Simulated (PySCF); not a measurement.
## Ions at one geometry of LaOCl

PySCF 2.14.0, RKS PBE0, La def2-SVP with ECP46, O def2-SVP, Cl def2-SVP; non-relativistic Hamiltonian with scalar-relativistic core potentials where named; density fitting; no spin-orbit coupling; singlets restricted, open shells unrestricted. The geometry is relaxed for charge 0, singlet, vacuum:

```xyz
3

La    0.2927    0.0000   -0.4754
O     1.8661    0.0000    0.6423
Cl   -1.9758    0.0000    0.9077
```

Energies count from the relaxed state; an electron taken off or put on is at rest in vacuum. Charges and spins are Mulliken's.

| state | energy (eV) | spin squared | charge on La1 (e) | spin on La1 (e) | dipole about the centre of mass (D) |
| --- | --- | --- | --- | --- | --- |
| charge 0, singlet, vacuum | 0.00 | 0.00 | 0.82 | 0.00 | 7.80 |
| charge +1, doublet, vacuum | 8.82 | 0.76 | 1.34 | 0.02 | 6.22 |

Problem. What does the state charge -1, doublet, vacuum give?

Solution. energy (eV) -0.97, spin squared 0.75, charge on La1 (e) -0.08, spin on La1 (e) 1.03, dipole about the centre of mass (D) 1.13.

With an electron taken off (doublet) the charges change, summed by element, by La +0.52 e, O +0.25 e, Cl +0.23 e. The vertical ionisation energy is 8.82 eV, against −ε(HOMO) = 6.83 eV of the relaxed state. The level lies 2.0 eV too high, as is usual for semilocal functionals and global hybrids, which keep a self-interaction error.

With an electron put on (doublet) the charges change, summed by element, by La -0.89 e, O -0.05 e, Cl -0.06 e. The vertical electron affinity is 0.97 eV, against −ε(LUMO) = 2.10 eV of the relaxed state. The basis has no diffuse functions, which an added electron needs. The added electron's level lies above zero.

Open shells may have lower solutions than those found.
